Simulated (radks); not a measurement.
Results of a calculation; reference values are marked as such.
All-electron atom: the promethium ion Pm4+ in [Xe] 4f(5/2: 2, 7/2: 0) 6p(1/2: 1, 3/2: 0) (not the ground configuration).

Code: a radial shooting solver on a logarithmic mesh with Libxc functionals. Model: Dirac Kohn-Sham, BLYP, spin-unpolarised, spherical densities, finite nucleus; Fermi nuclear charge, rms radius 4.962 fm.

Energy parts (eV):
part                      energy
total                 -272747.77
kinetic                294944.75
electron-nucleus      -663702.14
Hartree                102212.90
exchange-correlation    -6203.28

Orbitals (lengths in bohr, moments of r in powers of bohr; r(90%) holds 90 % of the orbital's charge):
\begin{tabular}{lrrrr}
orbital & occ. & eigenvalue (eV) & r(90%) & small-component weight \\ \hline
1s1/2 & 2 & -45043.81 & 0.0419 & 5.13e-02 \\
2s1/2 & 2 & -7376.124 & 0.153 & 1.12e-02 \\
2p1/2 & 2 & -6988.895 & 0.136 & 1.13e-02 \\
2p3/2 & 4 & -6428.652 & 0.144 & 1.05e-02 \\
3s1/2 & 2 & -1663.048 & 0.382 & 3.50e-03 \\
3p1/2 & 2 & -1496.963 & 0.375 & 3.44e-03 \\
3p3/2 & 4 & -1384.389 & 0.393 & 3.24e-03 \\
3d3/2 & 4 & -1095.381 & 0.366 & 3.11e-03 \\
3d5/2 & 6 & -1071.008 & 0.371 & 3.05e-03 \\
4s1/2 & 2 & -383.2001 & 0.845 & 1.11e-03 \\
4p1/2 & 2 & -319.7330 & 0.876 & 1.05e-03 \\
4p3/2 & 4 & -294.5703 & 0.915 & 9.76e-04 \\
4d3/2 & 4 & -189.7974 & 1.00 & 8.28e-04 \\
4d5/2 & 6 & -185.2304 & 1.01 & 8.09e-04 \\
5s1/2 & 2 & -92.6764 & 1.90 & 2.80e-04 \\
5p1/2 & 2 & -73.5106 & 2.09 & 2.37e-04 \\
5p3/2 & 4 & -69.0730 & 2.19 & 2.20e-04 \\
4f5/2 & 2 & -63.0318 & 1.35 & 5.14e-04 \\
4f7/2 & 0 & -62.3949 & 1.36 & 5.08e-04 \\
6p1/2 & 1 & -28.2419 & 4.48 & 6.48e-05 \\
6p3/2 & 0 & -27.2292 & 4.62 & 6.16e-05 \\
\end{tabular}

The highest occupied level is 6p1/2 at -28.242 eV. The configuration is held as typed, so some empty levels lie below it. The electron density at the nucleus is 4.93e+05 e/bohr^3. Summed over all electrons, <r^2> = 42.18 bohr^2, which gives a Langevin (diamagnetic) susceptibility term of -33.4 x 10^-6 cm^3/mol.
